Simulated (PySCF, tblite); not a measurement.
Isomers of C5H8F3P. Level: GFN2-xTB in tblite, geometry and Hessian alike; calculated harmonic values, unscaled, isolated species. This tight-binding method is rough: wavenumbers can miss measured ones by several per cent, in bad cases by 10 to 20. Modes of hydrogen on phosphorus can be 10 to 20 % off. One conformer each.

Electronic energies: PBE0/pcSseg-1 single points on the GFN2-xTB geometries (PySCF, gas phase).

| SMILES | electronic energy, lowest = 0 (kcal/mol) |
| --- | --- |
| CCP(C)C(F)=C(F)F | 21.6 |
| CC(C)/C=P\C(F)(F)F | 7.1 |
| C=CPCCC(F)(F)F | 0.8 |
| FC(F)(F)CPC1CC1 | 2.6 |
| C/C=P/CCC(F)(F)F | 0.0 |
| C=C(C)P(C)C(F)(F)F | 2.5 |
| C=CCP(C)C(F)(F)F | 2.8 |

**Question.** How do GFN2-xTB zero-point energies change the relative energies?

**Answer.** 
```
            SMILES  ZPE (kcal/mol)  of it from modes above 1550 cm⁻¹  electronic (kcal/mol)  with ZPE, lowest = 0 (kcal/mol)  lowest mode (cm⁻¹)  rings
  C/C=P/CCC(F)(F)F            76.6                              34.2                    0.0                              1.1                  24      0
    C=CPCCC(F)(F)F            74.7                              35.8                    0.8                              0.0                  34      0
C=C(C)P(C)C(F)(F)F            75.3                              37.1                    2.5                              2.2                  45      0
   FC(F)(F)CPC1CC1            75.6                              33.7                    2.6                              2.7                  29      1
  C=CCP(C)C(F)(F)F            75.0                              37.0                    2.8                              2.4                  45      0
CC(C)/C=P\C(F)(F)F            77.2                              34.6                    7.1                              8.7                  40      0
  CCP(C)C(F)=C(F)F            75.6                              36.8                   21.6                             21.7                 18i      0
```

The zero-point energies span 2.5 kcal/mol, from `C=CPCCC(F)(F)F` to `CC(C)/C=P\C(F)(F)F`. Slightly imaginary modes are left out of the zero-point energy: `CCP(C)C(F)=C(F)F` 17.5i cm⁻¹. With it `C=CPCCC(F)(F)F` becomes the lowest.

**Question.** And how do the electronic energies of GFN2-xTB itself compare?

**Answer.** `C/C=P/CCC(F)(F)F` 4.0; `C=CPCCC(F)(F)F` 7.8; `C=C(C)P(C)C(F)(F)F` 4.5; `FC(F)(F)CPC1CC1` 0.0; `C=CCP(C)C(F)(F)F` 6.2; `CC(C)/C=P\C(F)(F)F` 6.5; `CCP(C)C(F)=C(F)F` 12.9 kcal/mol, lowest = 0. Against the energies above, taken from the same isomer `C/C=P/CCC(F)(F)F`, the largest difference is 12.7 kcal/mol.

**Question.** What do entropy and thermal enthalpy add at 298.15 K and 1 bar (rigid rotor, harmonic oscillator, one conformer each)?

**Answer.** 
| SMILES | point group | symmetry number | S (cal/(mol K)) | H − H(0) (kcal/mol) | ZPE + H − H(0) − TS (kcal/mol) |
| --- | --- | --- | --- | --- | --- |
| C=CPCCC(F)(F)F | C1 | 1 | 105.4 | 7.32 | 50.6 |
| C=C(C)P(C)C(F)(F)F | C1 | 1 | 103.3 | 7.58 | 52.1 |
| FC(F)(F)CPC1CC1 | C1 | 1 | 102.5 | 6.92 | 52.0 |
| C=CCP(C)C(F)(F)F | C1 | 1 | 105.4 | 7.62 | 51.2 |
| CC(C)/C=P\C(F)(F)F | C1 | 1 | 102.8 | 7.36 | 53.8 |

Not tabulated: `C/C=P/CCC(F)(F)F` (lowest mode only 24 cm⁻¹); `CCP(C)C(F)=C(F)F` (lowest mode only 18i cm⁻¹).
